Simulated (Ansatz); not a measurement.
## Ligand exchange: HBr + CHBrCl2 → HCl + CHBr2Cl

Species: HBr (hydrogen bromide), singlet; CHBrCl2 (bromodichloromethane) `ClC(Cl)Br`, singlet; HCl (hydrogen chloride), singlet; CHBr2Cl (chlorodibromomethane) `ClC(Br)Br`, singlet. The partners trade Br for Cl: H–Br and C–Cl bonds give way to H–Cl and C–Br.

Shapes, held fixed at every level: PBE0-D4/def2-TZVP. Programs: Ansatz 0.2.0. The zero-point and thermal change to 298 K, harmonic and unscaled (PBE0-D4/def2-TZVP), is +0.9 kJ/mol.

**The experiment to reproduce.** Tabulated heats of formation (Active Thermochemical Tables): HBr -35.9; CHBrCl2 -51.5; HCl -92.2; CHBr2Cl -3.0 kJ/mol, which give ΔH(298 K) = -7.8 kJ/mol.

| level | kind | ΔH (kJ/mol) | computed − measured |
| --- | --- | --- | --- |
| HF/def2-SVP | Hartree–Fock | +3.4 | +11.2 |
| HF/def2-TZVPP | Hartree–Fock | +0.4 | +8.2 |
| PBE-D4/def2-TZVPP | GGA | -2.8 | +5.0 |
| BHLYP-D4/def2-TZVPP | global hybrid | -3.3 | +4.6 |
| wB97X-V/def2-TZVPP | range-separated hybrid | -1.6 | +6.2 |
| CCSD(T)/def2-SVP | coupled cluster or CI | +2.7 | +10.5 |
| CCSD/def2-TZVPP | coupled cluster or CI | -5.7 | +2.1 |
| CCSD(T)/def2-TZVPP | coupled cluster or CI | -6.2 | +1.7 |

Nearest: CCSD(T)/def2-TZVPP (+1.7); farthest: HF/def2-SVP (+11.2). 6 of 8 levels lie within 10 kJ/mol. Relativity is left out for Br unless named. Correlated rows may include outer-core shells of Br, which these sets cover unevenly.
